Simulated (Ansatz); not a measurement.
Relaxation of CH$_{6}$INOSi (11 atoms, charge 0, multiplicity 1), to a largest force component of 0.015 eV/Å in at most 40 steps.

Computed with Ansatz 0.2.0, RKS CAM-B3LYP-D4/def2-SVP.

```xyz
11
Properties=species:S:1:pos:R:3:forces:R:3
N -1.180 0.638 -0.940 -1.66 2.95 0.66
C -0.068 -0.210 -1.079 1.90 0.79 0.12
Si 0.815 -0.501 0.530 1.96 -0.23 -0.87
O -0.115 -0.875 1.786 -2.40 1.17 2.16
I 1.936 1.593 1.189 0.12 0.31 -0.05
H -1.904 0.314 -0.291 0.30 -0.20 -0.22
H -0.921 1.603 -0.601 -0.25 -1.27 -0.54
H 0.661 0.227 -1.827 -0.61 -0.59 0.47
H -0.408 -1.153 -1.426 -0.26 -1.46 -0.80
H 1.873 -1.563 0.429 -0.26 0.22 0.06
H -0.624 -0.131 2.249 1.15 -1.69 -0.98
```

Q: Where does it end, and by what steps?

A: The forces met the threshold. After 21 steps the energy has fallen by 0.369 eV; H11 moved furthest, 0.82 Å.

```tsv
step	energy less start (eV)	largest force component (eV/Å)	accepted
0	0.0000	2.955	yes
1	-0.2480	0.997	yes
2	-0.2989	0.199	yes
3	-0.3049	0.111	yes
4	-0.3081	0.078	yes
5	-0.3099	0.352	yes
6	-0.3147	0.272	yes
7	-0.3227	0.265	yes
8	-0.3242	0.307	yes
9	-0.2126	2.929	no
10	-0.3345	0.280	yes
11	-0.3282	1.246	no
12	-0.3437	0.206	yes
13	-0.3512	0.227	yes
14	-0.3567	0.352	yes
15	-0.3576	0.787	yes
16	-0.3663	0.111	yes
17	-0.3115	1.116	no
18	-0.3686	0.046	yes
19	-0.3688	0.032	yes
20	-0.3689	0.016	yes
21	-0.3689	0.004	yes
```

```xyz
11
Properties=species:S:1:pos:R:3
N -1.194 0.740 -1.062
C -0.094 -0.216 -1.081
Si 0.787 -0.417 0.562
O -0.405 -0.756 1.658
I 1.851 1.733 1.173
H -1.857 0.500 -0.327
H -0.852 1.676 -0.849
H 0.631 0.061 -1.864
H -0.477 -1.209 -1.377
H 1.878 -1.426 0.588
H -0.202 -0.743 2.599
```

Whether the end is a true minimum wasn't checked by a vibrational analysis.

The run took 120 s on 2 threads of Arm Neoverse V1 (shared host), peak memory 0.37 GiB.
